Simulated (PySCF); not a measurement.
Delta-SCF ions had no search for a lower state. Excitations are Tamm–Dancoff values on a coarser integration grid. The basis has no diffuse functions, so Rydberg states are missing or too high.

## Br$_{3}$Ga, SMILES `[Br][Ga]([Br])[Br]` (charge 0, multiplicity 1)

Method: ωB97X-D3(BJ)/def2-TZVP (PySCF 2.14.0).

```
Item                                                                    Value
--------------------------------------  -------------------------------------
HOMO                                                                -11.11 eV
dipole moment                                                          0.01 D
HOMO–LUMO gap                                                        11.02 eV
LUMO                                                                 -0.09 eV
S1 excitation (TDA)                                                   5.95 eV
S1 oscillator strength                                                  0.000
T1 excitation (TDA)                                                   5.56 eV
S1–T1 gap (TDA)                                                       0.40 eV
vertical ionisation energy (Delta-SCF)                               11.24 eV
total energy                                                    -262513.94 eV
cost                                    about 6 core-minutes (a rough figure)
```

Bonded distances (Å): Br1–Ga2 2.249, Ga2–Br3 2.249, Ga2–Br4 2.249. Bond angles (°): Br1–Ga2–Br3 120.0, Br1–Ga2–Br4 120.1, Br3–Ga2–Br4 119.9.
